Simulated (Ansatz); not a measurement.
Br₄Sn, singlet, geometry from GFN2-xTB (such geometries of metal compounds can be far from the true shape) (core potentials on Sn); HF/def2-SVP (Ansatz, a first-principles code).

Input for Ansatz:
Ansatz 0.2 input:
```yaml
crystal:
  periodic: [false, false, false]
  atoms:
    - {symbol: Br, position_ang: [-0.91186099, 2.25519566, -0.77092607]}
    - {symbol: Sn, position_ang: [-0.00000000, 0.00000000, 0.00000000]}
    - {symbol: Br, position_ang: [-1.75646102, -1.80817005, -0.39634669]}
    - {symbol: Br, position_ang: [0.55773232, 0.11338300, 2.48752968]}
    - {symbol: Br, position_ang: [2.11058968, -0.56040861, -1.32025692]}
basis:
  gaussian:
    orbitals: def2-SVP
hamiltonian:
  xc: hf
```

The log (banner, timings and long lists left out):

```
Functional definition: HF
1554 factors; integrals over basis functions are off by at most 2.5e-4 eV
mean field evaluation 1: about -285770.2238 eV, gradient 2.4e1 eV
mean field evaluation 2: about -285770.2797 eV, gradient 2.5e1 eV
mean field evaluation 4: about -285772.3901 eV, gradient 1.6e0 eV
mean field evaluation 8: about -285772.4139 eV, gradient 1.4e-1 eV
mean field -285772.41402279 eV, -10501.9425118381 hartree, gradient 1.7e-5 eV, S^2 0.000000; 0 other end points of the search recorded, 0 dependent functions left out
reference -285772.41402279 eV, -10501.9425118381 hartree; 81, 81 occupied and 73, 73 virtual orbitals, 1554 factors
Total energy: -285772.41402279 eV, -10501.9425118381 hartree
```
